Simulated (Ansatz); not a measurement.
`CC(C)(C#N)C#N` + `C#N` → `CC(C#N)(C#N)C#N` + CH₄ at 298.15 K and 1 bar (formal exchange of groups at a C–C bond).

Program: Ansatz. Geometries: PBE0-D4/def2-TZVP. ΔE: electronic, gas phase. CCSD(T)/CBS is the MP2 limit (def2-TZVPP, def2-QZVPP) plus CCSD(T) − MP2 in def2-TZVPP, frozen cores. This one scheme is used for every species.

```
          species  CCSD(T)/CBS energy (Eh)  H − E (kJ/mol)  S (J/(mol·K))
  `CC(C)(C#N)C#N`               -303.24289           287.9          345.4
            `C#N`                -93.32098            52.4          201.2
`CC(C#N)(C#N)C#N`               -356.09006           210.6          354.6
              CH₄                -40.46206           127.4          186.2
```

H − E and S are ideal-gas, rigid-rotor, harmonic terms from PBE0-D4/def2-TZVP. 1 Eh = 2625.50 kJ/mol, R = 8.31446 J/(mol·K).

By hand: ΔE, ΔH, ΔS and ΔG.

ΔE = (-356.09006) + (-40.46206) − (-303.24289) − (-93.32098) = 0.01175 Eh = 30.8 kJ/mol. Δ(H − E) = 210.6 + 127.4 − 287.9 − 52.4 = -2.3, so ΔH = 28.5 kJ/mol. ΔS = 354.6 + 186.2 − 345.4 − 201.2 = -5.8 J/(mol·K). ΔG = 28.5 − 298.15 × (-5.8)/1000 = 30.2 kJ/mol.

By hand: the equilibrium constant, and the temperature at which ΔG would vanish if ΔH and ΔS stayed fixed.

log₁₀ K = −ΔG/(RT ln 10) = -5.3. ΔH and −TΔS have one sign here, so there is no such temperature.

The number of gas molecules stays the same, so ΔS is small and ΔH decides. A doubt of 5 kJ/mol in ΔE shifts log₁₀ K by 0.9 here. These are equilibria of isolated gas molecules and say nothing of rates. Largest T1 diagnostic: 0.014 (customary marks: 0.02 for closed shells, 0.045 for open ones).

ΔS is within the doubt of such terms, so its sign, and with it that verdict, could turn.
